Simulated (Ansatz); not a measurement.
Steps of a relaxation of `[F][Al]([Br])[Br]` with RKS PBE-D4/def2-SVP.

```sh
$ ansatz run in.yaml --threads 4 --pin off --events-out ev --progress --plain --max-ram 10444MiB
```

```yaml
crystal:
  periodic: [false, false, false]
  atoms:
    - {symbol: F, position_ang: [0.034800, 0.635400, 1.827300]}
    - {symbol: Al, position_ang: [-0.015700, 0.037500, 0.131100]}
    - {symbol: Br, position_ang: [1.478000, -1.671300, -0.498800]}
    - {symbol: Br, position_ang: [-1.441600, 0.938000, -1.479900]}
basis:
  gaussian: {orbitals: def2-SVP}
hamiltonian: {xc: pbe, dispersion: d4}
relax: {f_tol: 0.03, max_steps: 200}
```

Positions (Å) and forces (eV/Å) along the path, 5 of 5 steps:

```xyz
4
step=1 energy=-149363.2669 eV
F     0.035    0.635    1.827   -0.152   -0.924   -2.731
Al   -0.016    0.037    0.131    0.334    0.357    1.413
Br    1.478   -1.671   -0.499   -0.862    0.976    0.413
Br   -1.442    0.938   -1.480    0.680   -0.409    0.905
4
step=2 energy=-149363.5645 eV
F    -0.019    0.636    1.718    0.145   -0.688   -1.570
Al    0.034    0.011    0.098   -0.185    0.721    1.607
Br    1.434   -1.629   -0.475    0.075   -0.052    0.038
Br   -1.393    0.921   -1.361   -0.035    0.019   -0.076
4
step=3 energy=-149363.6282 eV
F     0.002    0.615    1.698    0.031   -0.110   -0.178
Al    0.016    0.024    0.131   -0.021    0.050   -0.022
Br    1.429   -1.617   -0.472   -0.067    0.094    0.100
Br   -1.391    0.918   -1.378    0.058   -0.033    0.100
4
step=4 energy=-149363.6312 eV
F     0.006    0.605    1.688    0.017   -0.058   -0.090
Al    0.015    0.025    0.121   -0.012    0.017   -0.040
Br    1.434   -1.618   -0.456   -0.063    0.079    0.056
Br   -1.400    0.927   -1.373    0.058   -0.039    0.074
4
step=5 energy=-149363.6327 eV
F     0.011    0.595    1.681    0.001   -0.001   -0.009
Al    0.015    0.028    0.112   -0.004   -0.008   -0.005
Br    1.433   -1.614   -0.443   -0.009    0.013    0.003
Br   -1.404    0.931   -1.369    0.011   -0.005    0.010
```

Hardware: 4 threads of an Intel Xeon Platinum 8259CL on a shared host. Wall time 6.5 s, peak host memory 0.17 GiB.
